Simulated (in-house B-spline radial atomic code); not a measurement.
BSE on G0W0@HF excitations of Sr⁸⁺

Method: BSE on G0W0@HF. Computed with a B-spline radial code for spherical atoms: linear response of the closed shell [Ar] 3d10 4s2 with a statically screened interaction on G0W0 levels; scalar-relativistic (spin-free one-electron X2C), finite nucleus, no spin-orbit coupling, no double excitations, S, P, D and F terms only; shells from n = 2 respond. Only terms of natural parity with L up to 3 were computed.

Command:
```bash
python run_td.py task.json out
```
Settings (radii: box in bohr, nucleus in fm):
```
Z                        38
electrons                30
configuration            [Ar] 3d10 4s2
hamiltonian              x2c
method                   bse
box_radius               11.59
rms_radius               4.224
intervals                69
```

Time taken, with all properties: 1.3 s on 1 thread of Intel(R) Xeon(R) Platinum 8375C CPU @ 2.90GHz (Ice Lake) (shared host).

The lowest states, in the order of their Tamm-Dancoff energies; the method's threshold (minus the highest G0W0 level) is 158.63 eV. Labels give the largest channel, * marks a mixed state, and oscillator strengths are full-response dipole values. Energies in eV:

```
     state  full response  Tamm-Dancoff  oscillator strength
4s → 4p 3P         18.611        18.834                    -
4s → 4p 1P         26.345        27.213                 1.48
4s → 4d 3D          56.23         56.26                    -
4s → 4d 1D          59.49         59.56                    -
4s → 5s 3S          76.79         76.80                    -
4s → 5s 1S              ?             ?                    -
4s → 5p 3P          85.96         85.97                    -
4s → 4f 3F          86.38         86.39                    -
4s → 5p 1P          86.77         86.82                0.136
4s → 4f 1F          87.84         87.85                    -
4s → 5d 3D          99.68         99.69                    -
4s → 5d 1D         100.29        100.30                    -
4s → 6s 3S         108.46        108.47                    -
4s → 6s 1S              ?             ?                    -
4s → 5f 3F         112.52        112.52                    -
4s → 6p 3P         112.94        112.94                    -
4s → 5f 1F         112.99        113.00                    -
4s → 6p 1P         113.23        113.25               0.0592
```

(1) Where does 4s → 5s 1S lie?

(2) Where does 4s → 6s 1S lie?

(3) How large is the singlet-triplet splitting of 4s → 4p (P terms) in Tamm-Dancoff?

(4) What polarisabilities and dispersion coefficient does the method give?

Answers

(1) At 78.51 eV in full response, 78.55 eV in Tamm-Dancoff.

(2) At 109.02 eV in full response, 109.04 eV in Tamm-Dancoff.

(3) 8.38 eV, from the unrounded values.

(4) Dipole 1.735 bohr³, quadrupole 1.354 bohr⁵, C6 2.588 hartree·bohr⁶ for two such species.
